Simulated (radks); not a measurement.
Ag I, 47 electrons, occupied as [Kr] 4d10 5s1 (the NIST ground configuration).

Method: scalar-relativistic Kohn-Sham, BLYP, spin-polarised, spherical densities, point nucleus; open shells are filled with parallel spins first (spin-orbit coupling, left out, can overturn this in heavy ions); computed with a radial shooting solver on a logarithmic mesh with Libxc functionals.

Energy parts (hartree):
total: -5316.62269
kinetic: 5523.70862
electron-nucleus: -12850.71205
Hartree: 2160.04201
exchange-correlation: -149.66128

Orbitals (lengths in bohr, moments of r in powers of bohr; r(90%) holds 90 % of the orbital's charge):
| orbital | occ. | eigenvalue (hartree) | r(90%) |
|---|---|---|---|
| 1s up | 1 | -931.0325 | 0.0558 |
| 1s down | 1 | -931.0318 | 0.0558 |
| 2s up | 1 | -137.0793 | 0.208 |
| 2s down | 1 | -137.0793 | 0.208 |
| 2p up | 3 | -122.9675 | 0.192 |
| 2p down | 3 | -122.9674 | 0.192 |
| 3s up | 1 | -25.11768 | 0.543 |
| 3s down | 1 | -25.11718 | 0.543 |
| 3p up | 3 | -20.48392 | 0.553 |
| 3p down | 3 | -20.48343 | 0.553 |
| 3d up | 5 | -13.17312 | 0.547 |
| 3d down | 5 | -13.17279 | 0.547 |
| 4s up | 1 | -3.48813 | 1.32 |
| 4s down | 1 | -3.48785 | 1.32 |
| 4p up | 3 | -2.14673 | 1.48 |
| 4p down | 3 | -2.14601 | 1.48 |
| 4d up | 5 | -0.27094 | 2.34 |
| 4d down | 5 | -0.26495 | 2.31 |
| 5s up | 1 | -0.17188 | 4.79 |
| 5s down | 0 | -0.15271 | 4.92 |

The highest occupied level is 5s up at -4.677 eV. For comparison, the ionisation energy in NIST's Atomic Spectra Database is 7.576 eV (measured). In exact Kohn-Sham theory the highest level is minus the ionisation energy, but local and semilocal functionals leave it too shallow, through self-interaction and a potential that decays too fast; potentials with the right tail come closer. The density falls to 0.001 e/bohr^3 at r = 4.27 bohr.
